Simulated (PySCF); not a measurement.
**Exact mass, isotope pattern and composition**

Species: `CCC(NC=O)=C(C)C`.

Calculated for natural abundance.

(1) Find the molar and monoisotopic masses of C7H13NO.

(2) Give the isotope pattern of the molecular ion M+•, merging species of the same nominal mass.

(3) Which m/z would the protonated, sodiated and deprotonated molecule have?

(4) What resolving power m/Δm just matches the spacing of the species with one 15N and with one 13C?

(5) Double-bond equivalents and nitrogen rule?

(6) What is the composition by mass?

## Answers

(1) For C7H13NO, with standard atomic weights, 7 × 12.011 + 1 × 14.007 + 1 × 15.999 + 13 × 1.008 = 127.187 g/mol. From the most abundant isotopes (12C, 14N, 16O, 1H), 7 × 12.000000 + 1 × 14.003074 + 1 × 15.994915 + 13 × 1.007825 = 127.0997 u.

(2) 
```tsv
nominal mass	m/z (centroid)	relative intensity
127	127.0992	100.0
128	128.1023	8.1
129	129.1046	0.5
```

Lines under 0.1 % of the tallest are left out. One electron mass, 0.00055 u, is taken off. Abundances used (%; other tables differ somewhat): 12C 98.93, 13C 1.07; 14N 99.632, 15N 0.368; 16O 99.757, 17O 0.038, 18O 0.205; 1H 99.9885, 2H 0.0115.

(3) [M+H]+ 128.1070, [M+Na]+ 150.0889, [M−H]− 126.0924, for the monoisotopic species (arithmetic only; whether such ions form is another matter).

(4) They lie 0.00632 u apart at mass 128.10, so m/Δm is about 20000.

(5) (2 × 7 + 2 + 1 − 13)/2 = 2; the structure has 0 rings and 2 π bonds. The nominal mass 127 is odd, with 1 nitrogen, as the rule says.

(6) C 66.11 %, N 11.01 %, O 12.58 %, H 10.30 %.
